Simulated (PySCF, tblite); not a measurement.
Calculations on `CC[O][Ti]([O]CC)([O]CC)[O]CC`, in the order of a workflow; each names the level of the geometry that it ran on. Settings lines and outputs come from a driver script.

C₈H₂₀O₄Ti (singlet state).
SMILES with atom numbers: `[CH3:1][CH2:2][O:3][Ti:4]([O:5][CH2:6][CH3:7])([O:8][CH2:9][CH3:10])[O:11][CH2:12][CH3:13]` (hydrogens: H14, H15, H16 on C1; H17, H18 on C2; H19, H20 on C6; H21, H22, H23 on C7; H24, H25 on C9; H26, H27, H28 on C10; H29, H30 on C12; H31, H32, H33 on C13)

Step 1: GFN2-xTB geometry optimisation, gas phase (tblite 0.8.0) (from a force-field or distance-geometry start)
```json
{"job": {"kind": "relax", "xc": "GFN2-xTB", "basis": "xTB"}, "charge": 0, "multiplicity": 1}
```
```
step      E/eV     max force
  0   -1235.63681    0.766
  1   -1235.66323    0.238
  2   -1235.66795    0.118
...
231   -1235.88772    0.026
232   -1235.88781    0.013
233   -1235.88785    0.012
234   -1235.88789    0.012
235   -1235.88792    0.009
```

Energy lowered by 5.8 kcal/mol over 235 steps; largest atomic force 0.009 eV/Å at the end. «max force» is the largest atomic force in eV/Å.

Step 2: GFN2-xTB harmonic vibrations, gas phase (tblite 0.8.0) (on the GFN2-xTB geometry)
```json
{"job": {"kind": "ir", "xc": "GFN2-xTB", "basis": "xTB"}, "charge": 0, "multiplicity": 1}
```
```
(table of modes left out)
```

93 modes from -43 to 3010 cm⁻¹ (unscaled, harmonic, a negative number standing for an imaginary wavenumber); zero-point energy 169.1 kcal/mol from the real modes; the lowest is imaginary at this level.

Step 3: PBE0-D3(BJ)/def2-SVP geometry optimisation, gas phase (PySCF 2.14.0) (from the GFN2-xTB geometry)
```json
{"job": {"xc": "PBE0", "basis": "def2-SVP", "d3": "d3bj", "grid": 1, "shake": 0.01, "kind": "geom"}, "charge": 0, "multiplicity": 1}
```
```
step   0  E = -1465.98786268  max force = 0.048152
step   1  E = -1466.00625149  max force = 0.015021
step   2  E = -1466.00926031  max force = 0.006818
step   3  E = -1466.01268449  max force = 0.009253
...
step  18  E = -1466.01739150  max force = 0.000438
step  19  E = -1466.01741202  max force = 0.000374
step  20  E = -1466.01743505  max force = 0.000357
step  21  E = -1466.01744638  max force = 0.000441
optimisation converged
```

Final energy -1466.01745 Eh after 21 steps; dipole 0.58 D. Energies in Eh; «max force» is the largest Cartesian gradient component in Eh/bohr.

Step 4: TDDFT B3LYP/def2-SVPD, vertical, gas phase, core orbitals frozen in the response (PySCF 2.14.0, density-fitted response routines) (on the PBE0-D3(BJ)/def2-SVP geometry)
```json
{"job": {"kind": "uv", "xc": "B3LYP", "basis": "def2-SVPD", "ip": false}, "charge": 0, "multiplicity": 1}
```
```
...
Static polarisability (au): isotropic 160.594, principal 155.721 156.328 169.732
Singlet excitations
state   eV       nm        f      main configurations
  1   4.9569    250.1   0.00420   H->L 0.79, H-1->L 0.13
  2   4.9722    249.4   0.00235   H-1->L 0.81, H->L 0.12
  3   5.2357    236.8   0.02380   H-2->L 0.87
  4   5.3273    232.7   0.00923   H->L+1 0.62, H-2->L+1 0.30
  5   5.4273    228.4   0.02607   H-1->L+1 0.85
  6   5.4665    226.8   0.01765   H-2->L+1 0.63, H->L+1 0.24
  7   5.5674    222.7   0.00012   H-3->L 0.93
  8   5.8793    210.9   0.00094   H-4->L 0.55, H->L+2 0.11, H-3->L+1 0.08
  9   5.8961    210.3   0.00205   H-5->L 0.56, H-1->L+2 0.14, H-4->L 0.09
 10   5.9603    208.0   0.00108   H-1->L+2 0.36, H-3->L+1 0.11, H->L+4 0.10
Triplet excitations (Tamm-Dancoff, eV): 4.7831 4.8256 4.9152 5.0511
```

HOMO -7.20 eV, LUMO -0.97 eV; lowest singlet 4.96 eV; lowest triplet 4.78 eV (Tamm–Dancoff); mean polarisability 160.6 au.

Q: Which step took the most CPU time, and about what did each take on 2 threads of an Intel Xeon Platinum 8488C, shared host?

A: Step 3, about 84 % of the total. CPU time by step: 1: 9.1 s, 2: 8.6 s, 3: 39 min, 4: 7.4 min.

Geometry of the electronic-property runs (PBE0-D3(BJ)/def2-SVP):
```
atom  x, y, z in Å
C1     1.2447   -1.6443   -3.0203
C2     0.8995   -2.4327   -1.7722
O3     0.3528   -1.6235   -0.7835
Ti4   -0.0136   -0.0112   -0.1302
O5    -1.2177    0.7962   -1.1693
C6    -2.1088    1.8509   -1.3250
C7    -1.8451    2.9727   -0.3386
O8     1.4634    0.9855   -0.0807
C9     2.6289    1.3522    0.5811
C10    3.1702    0.2320    1.4481
O11   -0.6432   -0.1936    1.5248
C12   -1.3050   -0.9672    2.4723
C13   -2.6988   -1.3460    2.0131
H14    1.9780   -0.8570   -2.7849
H15    0.3450   -1.1606   -3.4307
H16    1.6740   -2.2984   -3.7950
H17    0.1805   -3.2374   -2.0161
H18    1.8057   -2.9297   -1.3756
H19   -3.1435    1.4761   -1.2030
H20   -2.0338    2.2326   -2.3610
H21   -1.9497    2.6076    0.6953
H22   -2.5519    3.8040   -0.4858
H23   -0.8216    3.3594   -0.4618
H24    2.4307    2.2465    1.2025
H25    3.3856    1.6524   -0.1684
H26    3.3879   -0.6578    0.8369
H27    4.0972    0.5383    1.9572
H28    2.4305   -0.0510    2.2133
H29   -1.3590   -0.3982    3.4193
H30   -0.7156   -1.8799    2.6837
H31   -2.6511   -1.9372    1.0855
H32   -3.2989   -0.4447    1.8145
H33   -3.2156   -1.9450    2.7789
```

 (This holds for the electronic-property runs.)
